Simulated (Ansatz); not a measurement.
1,3,5-triphenylbenzene (C24H18), relaxed as a singlet with RKS PBE-D4/def2-SVP in Ansatz, starting from the GFN2-xTB geometry. Force threshold 0.03 eV/Å.

Single mean-field runs in def2-SVP are fitted with def2-universal-jkfit.

Start:

```csv
atom,x (Å),y (Å),z (Å)
C1,2.0672,4.8006,2.1650
C2,1.6965,4.7418,0.8323
C3,1.1939,3.5684,0.3024
C4,1.0600,2.4324,1.0967
C5,0.5207,1.1847,0.5347
C6,1.0966,-0.0402,0.8537
C7,0.5891,-1.2245,0.3305
C8,1.2115,-2.5158,0.6628
C9,2.5971,-2.6520,0.6961
C10,3.1772,-3.8693,1.0012
C11,2.3833,-4.9672,1.2873
C12,1.0046,-4.8421,1.2621
C13,0.4234,-3.6273,0.9506
C14,-0.5144,-1.1728,-0.5149
C15,-1.1005,0.0428,-0.8517
C16,-2.2622,0.0870,-1.7546
C17,-2.3464,1.0450,-2.7620
C18,-3.4373,1.0801,-3.6110
C19,-4.4652,0.1641,-3.4622
C20,-4.3944,-0.7897,-2.4610
C21,-3.3001,-0.8313,-1.6175
C22,-0.5734,1.2162,-0.3233
C23,1.4420,2.5007,2.4340
C24,1.9387,3.6768,2.9636
H25,2.4549,5.7187,2.5805
H26,1.8016,5.6142,0.2038
H27,0.9232,3.5227,-0.7426
H28,1.9496,-0.0734,1.5160
H29,3.2228,-1.8033,0.4606
H30,4.2536,-3.9629,1.0146
H31,2.8374,-5.9172,1.5269
H32,0.3799,-5.6945,1.4875
H33,-0.6526,-3.5316,0.9483
H34,-0.8964,-2.0853,-0.9494
H35,-1.5403,1.7525,-2.8929
H36,-3.4861,1.8244,-4.3930
H37,-5.3169,0.1921,-4.1257
H38,-5.1957,-1.5039,-2.3364
H39,-3.2552,-1.5713,-0.8318
H40,-1.0434,2.1622,-0.5505
H41,1.3305,1.6307,3.0649
H42,2.2248,3.7175,4.0045
```

Question: Estimate the energy that the relaxation releases and the steps that it takes.

Answer: 0.39 eV, in 7 steps; 26 s on 2 threads of AMD EPYC 7R13 on a shared host and a share (18 GiB) of an NVIDIA H100 80GB HBM3. The force fell under the threshold at step 3, but the optimiser went on and released 0.008 eV more. No frequencies were taken in this run, so the end may be a saddle point.

Question: Does the start keep its bonding and symmetry?

Answer: By distances, no bond broke or formed. The bond that changes most is C1–H25, from 1.08 to 1.10 Å (atoms count from 1). Point group C2 at the start, C2 at the end, both within 0.05 Å.

Question: Predict the relaxed structure.

Answer: 
```xyz
42

C     2.145    4.869    2.154
C     1.652    4.836    0.839
C     1.130    3.647    0.311
C     1.090    2.465    1.084
C     0.539    1.205    0.522
C     1.105   -0.041    0.857
C     0.583   -1.247    0.348
C     1.205   -2.551    0.695
C     2.604   -2.671    0.848
C     3.190   -3.901    1.176
C     2.389   -5.039    1.362
C     0.997   -4.935    1.215
C     0.412   -3.705    0.884
C    -0.532   -1.188   -0.514
C    -1.122    0.042   -0.870
C    -2.295    0.086   -1.779
C    -2.446    1.129   -2.720
C    -3.552    1.170   -3.579
C    -4.534    0.169   -3.516
C    -4.399   -0.873   -2.585
C    -3.292   -0.915   -1.728
C    -0.574    1.229   -0.343
C     1.591    2.514    2.405
C     2.111    3.703    2.934
H     2.554    5.803    2.569
H     1.683    5.742    0.216
H     0.771    3.625   -0.729
H     1.974   -0.074    1.530
H     3.243   -1.791    0.678
H     4.284   -3.973    1.279
H     2.849   -6.004    1.621
H     0.359   -5.819    1.367
H    -0.682   -3.628    0.797
H    -0.916   -2.117   -0.960
H    -1.667    1.903   -2.796
H    -3.644    1.987   -4.311
H    -5.404    0.202   -4.189
H    -5.168   -1.658   -2.521
H    -3.208   -1.721   -0.984
H    -1.057    2.191   -0.570
H     1.544    1.612    3.034
H     2.485    3.721    3.969
```
Bond lengths: 27 × C–C 1.40 to 1.49 Å; 18 × C–H 1.10 Å.
